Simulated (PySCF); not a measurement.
F4Nb, neutral, multiplicity 2. Atoms are numbered in the order given.

```xyz
5

Nb     0.0000     0.0000     0.0000
F      1.2174     1.2174     0.7282
F     -1.2174    -1.2174     0.7282
F      1.2174    -1.2174    -0.7282
F     -1.2174     1.2174    -0.7282
```
Charge 0, spin multiplicity 2.

Coordinates come from a PBE-D3(BJ)/def2-SVP optimisation. The spin state was assumed, not searched. The isomer is the one that the SMILES or the coordinates give; other isomers of the formula were not compared. The def2 effective core potentials stand for the cores of Nb; spin–orbit coupling is left out.

All values below come from TDA-PBE/def2-SVPD in PySCF.

Vertical excitations; the highest root listed may be one member of a degenerate set. The molecule is in vacuum.

Estimate the UV-visible absorptions. (The exact figures need the calculation; the answer reports its results.)


```
state    energy (eV)  λ (nm)      f                                                   main pairs
-------  -----------  ------  -----  -----------------------------------------------------------
root 1          1.37     902  0.000                                            α HOMO→LUMO 100 %
root 2          1.75     708  0.000                α HOMO→LUMO+2, α HOMO→LUMO+1 (degenerate set)
root 3          1.75     708  0.000                α HOMO→LUMO+1, α HOMO→LUMO+2 (degenerate set)
root 4          3.95     314  0.042                                           α HOMO→LUMO+3 99 %
root 5          4.15     299  0.000                                           α HOMO→LUMO+4 99 %
root 6          5.28     235  0.050                                           α HOMO→LUMO+5 99 %
root 7          5.58     222  0.020                α HOMO→LUMO+7, α HOMO→LUMO+6 (degenerate set)
root 8          5.58     222  0.020                α HOMO→LUMO+6, α HOMO→LUMO+7 (degenerate set)
root 9          6.43     193  0.001                       α HOMO−1→LUMO 64 %, β HOMO→LUMO+1 32 %
root 10         6.63     187  0.000  α HOMO−3→LUMO 57 %, β HOMO−2→LUMO+1 14 %, β HOMO−1→LUMO 7 %
```
Unrestricted roots are not spin-pure.
